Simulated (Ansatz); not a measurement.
Process, species as SMILES: [Cl][Ge] (Cl-Ge) → Cl atom + Ge atom
B3LYP-D3(BJ)/def2-TZVP geometries, fixed; electronic energies without zero-point terms.
Largest species:
```
Ge
Cl 1 2.1967
```
Charge 0, spin multiplicity 2.

Basis-set convergence of the atomisation energy at PBE0 with Ansatz (a first-principles code). All functions are spherical. The program fits the integrals of some runs and decomposes those of others, by size. Open shells are unrestricted. No added dispersion term, no relativity. Functions are those of the species that has most. Reference: the value in aug-cc-pV(5+d)Z, 95.26 kcal/mol, itself unsure by roughly 0.08 kcal/mol (its mean distance from pcseg-4, aug-pcseg-3, aug-cc-pV(Q+d)Z). Deviations are taken from unrounded values.

```json
[
 {"basis": "cc-pV(D+d)Z", "functions": "50", "atomisation energy (kcal/mol)": "92.70", "minus reference (kcal/mol)": "-2.56"},
 {"basis": "def2-SVP", "functions": "50", "atomisation energy (kcal/mol)": "93.89", "minus reference (kcal/mol)": "-1.37"},
 {"basis": "def2-SVPD", "functions": "65", "atomisation energy (kcal/mol)": "94.41", "minus reference (kcal/mol)": "-0.84"},
 {"basis": "cc-pV(T+d)Z", "functions": "82", "atomisation energy (kcal/mol)": "94.86", "minus reference (kcal/mol)": "-0.39"},
 {"basis": "def2-TZVP", "functions": "85", "atomisation energy (kcal/mol)": "95.49", "minus reference (kcal/mol)": "0.23"},
 {"basis": "def2-TZVPP", "functions": "90", "atomisation energy (kcal/mol)": "95.48", "minus reference (kcal/mol)": "0.23"},
 {"basis": "def2-TZVPD", "functions": "100", "atomisation energy (kcal/mol)": "95.66", "minus reference (kcal/mol)": "0.41"},
 {"basis": "def2-TZVPPD", "functions": "105", "atomisation energy (kcal/mol)": "95.65", "minus reference (kcal/mol)": "0.40"},
 {"basis": "cc-pV(Q+d)Z", "functions": "132", "atomisation energy (kcal/mol)": "95.20", "minus reference (kcal/mol)": "-0.06"},
 {"basis": "def2-QZVP", "functions": "145", "atomisation energy (kcal/mol)": "95.17", "minus reference (kcal/mol)": "-0.08"},
 {"basis": "def2-QZVPP", "functions": "159", "atomisation energy (kcal/mol)": "95.23", "minus reference (kcal/mol)": "-0.02"},
 {"basis": "def2-QZVPPD", "functions": "174", "atomisation energy (kcal/mol)": "95.27", "minus reference (kcal/mol)": "0.01"},
 {"basis": "cc-pV(5+d)Z", "functions": "204", "atomisation energy (kcal/mol)": "95.21", "minus reference (kcal/mol)": "-0.05"}
]
```

The smallest set listed that lies within 2 kcal/mol of the reference with all its larger relatives (same family, alike in diffuse functions; a set with none counts only in the reference's own line) is def2-SVP (50 functions, -1.37 kcal/mol off).
